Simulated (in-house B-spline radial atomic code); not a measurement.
Configurations of the chromium ion Cr²⁺, with energies counted from [Ar] 3d4. Level of theory: scalar-relativistic (X2C) B3LYP, spin-polarised, spherical fractional occupations, exact exchange averaged over the configuration, Fermi nucleus of rms radius 3.6452 fm; calculated with an all-electron radial atomic-structure program (B-spline basis). Shells without spins written out take the highest spin.

Occupations are held fixed; configurations that lie above the ionisation limit could autoionise.

| configuration | E - E(ref) (eV) | highest orbital | its <r> (bohr) |
| --- | --- | --- | --- |
| [Ar] 3d3 4s1 | 6.5019 | 4s up | 2.551 |
| [Ar] 3d3 4f1 | 24.01 | 4f up | 5.721 |
| [Ne] 3s2 3p5 3d4 4s1 | 46.399 | 4s up | 2.528 |

(1) Order these further configurations by energy, lowest first.
A. [Ne] 3s2 3p5 3d5
B. [Ar] 3d3 4p1
C. [Ne] 3s2 3p5 3d4 4f1
D. [Ne] 3s2 3p5 3d4 4p1

Answers

(1) B (12.257 eV), A (38.689 eV), D (52.232 eV), C (64.156 eV).
